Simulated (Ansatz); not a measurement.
Clusters of 6 atoms, halide: gap (eV) at several levels, gas phase, relaxed structures; Ansatz. Clusters are the lowest isomers that short searches found in that spin, judged at the geometry's level. Core potentials for Au, Cs, Rb, Sn in the def2 sets, no spin–orbit coupling. HOMO and LUMO are taken over both spins. The structures are stationary points that may keep the symmetry of their start. Remarks come from the PBE and PBE0 runs and from stability tests at other levels; not every state was tested. HOMO above LUMO (over both spins in singlets and doublets, within one spin in higher multiplets; at PBE or PBE0), or a gap under 0.15 eV within one spin, warns that the state may not be the lowest or that an electron is smeared out.

```json
{"species": "Rb3Br3⁺", "state": "doublet", "geometry": "PBE-D4/def2-SVP", "PBE-D4/def2-SVP": "0.01", "PBE-D4/def2-TZVP": "0.01", "r2SCAN-D4/def2-TZVP": "0.01", "PBE0-D4/def2-SVP": "1.28", "PBE0-D4/def2-TZVP": "1.42", "remarks": "near-degenerate levels, gap within one spin near zero"}
{"species": "Na3F3", "state": "singlet", "geometry": "PBE0-D4/def2-SVP", "PBE-D4/def2-SVP": "4.77", "PBE-D4/def2-TZVP": "5.12", "r2SCAN-D4/def2-TZVP": "6.11", "PBE0-D4/def2-SVP": "7.29", "PBE0-D4/def2-TZVP": "7.61", "remarks": "–"}
{"species": "Cs3F3⁺", "state": "doublet", "geometry": "PBE0-D4/def2-SVP", "PBE-D4/def2-SVP": "0.27", "PBE-D4/def2-TZVP": "0.30", "r2SCAN-D4/def2-TZVP": "0.80", "PBE0-D4/def2-SVP": "3.29", "PBE0-D4/def2-TZVP": "3.36", "remarks": "–"}
{"species": "H3Au3⁺", "state": "doublet", "geometry": "PBE0-D4/def2-TZVP", "PBE-D4/def2-SVP": "0.59", "PBE-D4/def2-TZVP": "0.61", "r2SCAN-D4/def2-TZVP": "1.03", "PBE0-D4/def2-SVP": "2.56", "PBE0-D4/def2-TZVP": "2.62", "remarks": "–"}
{"species": "Cs3F3", "state": "singlet", "geometry": "r2SCAN-D4/def2-SVP", "PBE-D4/def2-SVP": "3.79", "PBE-D4/def2-TZVP": "4.26", "r2SCAN-D4/def2-TZVP": "5.06", "PBE0-D4/def2-SVP": "5.89", "PBE0-D4/def2-TZVP": "6.39", "remarks": "–"}
{"species": "K3H3", "state": "singlet", "geometry": "PBE-D4/def2-TZVP", "PBE-D4/def2-SVP": "2.88", "PBE-D4/def2-TZVP": "2.93", "r2SCAN-D4/def2-TZVP": "3.80", "PBE0-D4/def2-SVP": "4.32", "PBE0-D4/def2-TZVP": "4.39", "remarks": "–"}
{"species": "Ca2F4", "state": "singlet", "geometry": "PBE-D4/def2-SVP", "PBE-D4/def2-SVP": "4.78", "PBE-D4/def2-TZVP": "5.01", "r2SCAN-D4/def2-TZVP": "5.98", "PBE0-D4/def2-SVP": "7.33", "PBE0-D4/def2-TZVP": "7.55", "remarks": "–"}
{"species": "Cu3H3⁺", "state": "doublet", "geometry": "r2SCAN-D4/def2-SVP", "PBE-D4/def2-SVP": "0.45", "PBE-D4/def2-TZVP": "0.46", "r2SCAN-D4/def2-TZVP": "0.76", "PBE0-D4/def2-SVP": "2.62", "PBE0-D4/def2-TZVP": "2.67", "remarks": "–"}
{"species": "Sn2Br4", "state": "singlet", "geometry": "PBE0-D4/def2-SVP", "PBE-D4/def2-SVP": "3.39", "PBE-D4/def2-TZVP": "3.41", "r2SCAN-D4/def2-TZVP": "3.82", "PBE0-D4/def2-SVP": "5.04", "PBE0-D4/def2-TZVP": "5.06", "remarks": "–"}
```
